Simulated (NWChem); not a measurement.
SiHCl₃; SMILES Cl[SiH](Cl)Cl

Program: NWChem. Structure relaxed at the PBE0/def2-SVP level. Vertical excitations in the gas phase; the lowest state need not have the same character in each row.

For level Hartree-Fock/aug-cc-pVDZ, CIS:

```
Property                                  Result
----------------------------------------  ------
lowest excitation, singlet (eV)             9.04
lowest state with f > 0.02, singlet (eV)    9.43
orbital gap (eV)                           14.10
```

Problem. Estimate the same quantities for level PBE/aug-cc-pVDZ, TDA.

Solution. The lowest excitation, singlet (eV) is 6.65 and the lowest state with f > 0.02, singlet (eV) is 6.99. The orbital gap (eV) comes out as 6.50.
